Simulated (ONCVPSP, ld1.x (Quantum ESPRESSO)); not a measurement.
# Potentials for N (Z = 7) compared

Generated with ld1.x 7.5 (TM, RRKJ, ultrasoft, PAW), atompaw 4.2 or ONCVPSP 4.0.1. The cutoff is in Ry: for ld1.x and atompaw files where the sum of valence levels is converged to 10 mRy in a Bessel basis, for ONCV files where the hardest occupied wave has 1 mHa per electron of residual kinetic energy. The error is the largest all-electron minus pseudo excitation energy over each file’s own four to seven test configurations (ionisations up to +4, promotions, holes and added fractions of an electron), all of which were solved. The labels leave out finer settings (local radius, basis sizes, second energies), which also bear on the numbers. Spin-polarised tests are not counted. The rows are a selection from randomly drawn settings: files with unsolved tests, undetermined cutoffs or missed reference levels are left out.

A true bound ghost makes a file unfit for plane-wave use even where its test errors are small: the radial tests pick states by their node count and pass the ghost by.

| potential | cutoff (Ry) | largest error (meV) | bound ghosts |
| --- | --- | --- | --- |
| TM, PBEsol, non-relativistic, rc 0.80/1.75 (sp), local s, core correction yes, reference 2s2 2p2 | 55 | +1214 | none |
| TM, PBE, non-relativistic, rc 0.85/1.10/0.90 (spd), local p, core correction yes, reference 2s1.5 2p3.5 | 80 | +465 | none |
| RRKJ, PBE, scalar-relativistic, rc 0.75/2.00 (sp), local smoothed, core correction yes, reference 2s2 2p2.75 | 60 | +451 | none |
| ONCV, PBE, scalar-relativistic, rc 0.75/2.35/1.80 (spd), local smoothed, core correction yes, reference 2s2 2p2, qcut 8.5/4.9/4.6, projectors 1/2/2 | 60 | +2748 | p |
| ONCV, PBE, scalar-relativistic, rc 0.75/1.65/1.60 (spd), local smoothed, core correction yes, reference 2s2 2p3, qcut 9.8/9.8/5.2, projectors 1/2/2 | 59 | +629 | none |
| ONCV, PBEsol, non-relativistic, rc 0.85/2.00/2.10 (spd), local smoothed, core correction yes, reference 2s2 2p3, qcut 9/7.4/4.8, projectors 2/2/3 | 59 | +1456 | none |
| ultrasoft, BLYP, non-relativistic, rc 0.80/1.85 (sp), local smoothed, core correction yes, reference 2s2 2p2.5 | 50 | +180 | none |

**Question.** Fill in the row for N: ultrasoft, PBE, non-relativistic, rc 1.00/1.65 (sp), local smoothed, core correction no, reference 2s1 2p4.

**Answer.** cutoff 25 Ry, largest error +840 meV, bound ghosts: none.

**Question.** Fill in the row for N: ONCV, PBE, scalar-relativistic, rc 0.95/2.05/2.15 (spd), local smoothed, core correction yes, reference 2s2 2p3, qcut 6.8/5.3/4.7, projectors 2/2/1.

**Answer.** cutoff 93 Ry, largest error +2098 meV, bound ghosts: none.
